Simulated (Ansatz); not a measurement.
`CO[SiH2]Br` + `[NH2][AlH2]` → `[AlH2][NH][SiH2]Br` + CH₃OH at 700 K and 1 bar (ligand exchange at the Si–O bond).

Calculated with Ansatz (gas phase, PBE0-D4/def2-TZVP geometries, no zero-point term in ΔE). CCSD(T)/CBS is the MP2 limit (def2-TZVPP, def2-QZVPP) plus CCSD(T) − MP2 in def2-TZVPP, frozen cores. This one scheme is used for every species. For Br outer-core shells are correlated without core-valence functions, which leaves a few kJ/mol of doubt a bond. Scalar relativity is left out up to krypton. One conformer a species, not always the lowest.

```tsv
species	CCSD(T)/CBS energy (Eh)	H − E (kJ/mol)	S (J/(mol·K))
`CO[SiH2]Br`	-2978.70869	226.3	438.3
`[NH2][AlH2]`	-299.14566	147.5	319.0
`[AlH2][NH][SiH2]Br`	-3162.22405	203.3	472.3
CH₃OH	-115.61712	170.8	288.5
```

H − E and S are ideal-gas, rigid-rotor, harmonic terms from PBE0-D4/def2-TZVP, for one conformer and one mirror image of each species. 1 Eh = 2625.50 kJ/mol, R = 8.31446 J/(mol·K).

By hand: ΔE, ΔH, ΔS and ΔG.

ΔE = (-3162.22405) + (-115.61712) − (-2978.70869) − (-299.14566) = 0.01318 Eh = 34.6 kJ/mol. Δ(H − E) = 203.3 + 170.8 − 226.3 − 147.5 = 0.3, so ΔH = 34.9 kJ/mol. ΔS = 472.3 + 288.5 − 438.3 − 319.0 = 3.5 J/(mol·K). ΔG = 34.9 − 700 × (3.5)/1000 = 32.4 kJ/mol.

By hand: the equilibrium constant, and the temperature at which ΔG would vanish if ΔH and ΔS stayed fixed.

log₁₀ K = −ΔG/(RT ln 10) = -2.4. ΔG = 0 at ΔH/ΔS = 9971 K, far beyond where these terms or the molecules hold.

The number of gas molecules stays the same, so ΔS is small and ΔH decides. A doubt of 5 kJ/mol in ΔE shifts log₁₀ K by 0.4 here. Other conformers and mirror images would add mixing entropy, several J/(mol·K) or more a flexible species. Modes under 60 cm⁻¹, often nearly free rotors, make the harmonic entropy too high. These are equilibria of isolated gas molecules and say nothing of rates. Largest T1 diagnostic: 0.011 (customary marks: 0.02 for closed shells, 0.045 for open ones).
